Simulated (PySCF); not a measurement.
SMILES Cc1ccccc1, GFN2-xTB optimised geometry.

```
15

C     -1.48    -1.92     0.02
C     -0.72    -0.63     0.00
C     -1.38     0.59     0.00
C     -0.68     1.78     0.00
C      0.71     1.77     0.00
C      1.38     0.56     0.00
C      0.67    -0.63     0.00
H     -0.91    -2.72    -0.44
H     -2.43    -1.81    -0.50
H     -1.69    -2.21     1.05
H     -2.46     0.60     0.00
H     -1.21     2.72     0.00
H      1.26     2.70     0.00
H      2.46     0.54     0.00
H      1.21    -1.57     0.00
```

Density from PBE0/def2-TZVP in PySCF 2.14.0 at that geometry.

Minimum of the electron density along straight lines between bonded atoms, close to the bond critical point (lines longer than 1.1 times the sum of covalent radii, or with two minima, are not listed):

```csv
bond,length / Å,ρ at the minimum / e bohr⁻³,∇²ρ there / e bohr⁻⁵,position (fraction from the first atom)
C1–C2,1.499,0.260,-0.68,0.49
C2–C3,1.389,0.320,-0.95,0.50
C3–C4,1.383,0.322,-0.96,0.50
C4–C5,1.384,0.322,-0.96,0.50
C5–C6,1.384,0.322,-0.96,0.50
C2–C7,1.389,0.320,-0.95,0.50
C6–C7,1.384,0.322,-0.96,0.50
C1–H8,1.088,0.279,-0.96,0.64
C1–H9,1.088,0.279,-0.96,0.64
C1–H10,1.091,0.276,-0.94,0.64
C3–H11,1.081,0.286,-1.02,0.64
C4–H12,1.081,0.287,-1.03,0.64
C5–H13,1.080,0.287,-1.03,0.64
C6–H14,1.081,0.287,-1.03,0.64
C7–H15,1.081,0.286,-1.02,0.64
```
